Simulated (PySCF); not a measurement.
A small calculation by hand: chemical shift, span and skew from a shielding tensor

C5H8O, SMILES C1=CCOCC1. Atoms are numbered in the order given.

```xyz
14

C      0.1423     1.4123    -0.3021
C      1.2481     0.6664    -0.2013
C      1.1861    -0.8179     0.0401
O     -0.1119    -1.3523    -0.0856
C     -1.1013    -0.5626     0.5427
C     -1.2250     0.8030    -0.1332
H      0.2159     2.4857    -0.5040
H      2.2431     1.1151    -0.2886
H      1.6120    -1.0482     1.0435
H      1.8161    -1.3493    -0.6936
H     -2.0419    -1.1299     0.4816
H     -0.8591    -0.4225     1.6171
H     -1.8728     1.4644     0.4682
H     -1.7191     0.6962    -1.1166
```

Geometry: B3LYP-D3(BJ)/def2-SVP. Other conformers were not sampled.

GIAO shieldings from PBE/pcSseg-1 in PySCF, non-relativistic, no solvent. The symmetric part of the tensor of C2 has the principal values -68.5, 52.9, 149.3 ppm. The same nucleus in TMS has σ = 182.0 ppm at this level (PySCF, at its B3LYP-D3(BJ)/def2-TZVP geometry).

Q: Work out the isotropic shielding, the ¹³C shift against TMS, the span and the skew.

A: 
σ(iso) = (σ11 + σ22 + σ33)/3 = 44.6 ppm. δ = σ(ref) − σ(iso) = 182.0 − (44.6) = 137.4 ppm.
Span Ω = σ33 − σ11 = 217.8 ppm. Skew κ = 3(σ(iso) − σ22)/Ω = -0.11. Tumbling in solution averages the tensor to δ; in a static solid the shielding alone would spread this spin-1/2 line over Ω.
